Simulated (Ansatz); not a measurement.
The cluster Ti₃, relaxed as a quintet with UKS PBE0-D4/def2-TZVP in Ansatz, starting from the PBE0-D4/def2-TZVP geometry of the neutral singlet. Force threshold 0.02 eV/Å.

The charge 0 quintet is spin-contaminated (final ⟨S²⟩ up to 6.83, 6.00 for a pure state). The relaxation made no stability test and no search for a lower SCF solution. At PBE0-D4/def2-TZVP a triplet of charge 0 lies 0.19 eV below the quintet, each at its own geometry. That triplet is doubtful there (⟨S²⟩ 4.79, where a pure state has 2.00). The structure comes from a short search, and lower isomers may exist.

Start:

```tsv
atom	x (Å)	y (Å)	z (Å)
Ti1	0.6433	-0.5400	-1.0380
Ti2	-1.3309	0.1057	-0.0199
Ti3	0.6876	0.4342	1.0579
```

Task: Estimate the energy that the relaxation releases and the steps that it takes.

Result: 0.06 eV, in 5 steps; 32 s on 4 threads of Arm Neoverse V1 on a shared host. No frequencies were taken in this run, so the end may be a saddle point.

Task: Does the start keep its bonding and symmetry?

Result: By distances, no bond broke or formed. The bond that changes most is Ti1–Ti2, from 2.31 to 2.50 Å (atoms count from 1). Point group D3h at the start, C2v at the end, both within 0.05 Å.

Task: Predict the relaxed structure.

Result: 
Cartesian coordinates in Å:
```
Ti 0.7405 -0.5542 -1.0504
Ti -1.3914 0.1431 0.0490
Ti 0.6508 0.4111 1.0014
```
Bond lengths (bridged metal pairs left out): 3 × Ti–Ti 2.27 to 2.50 Å.
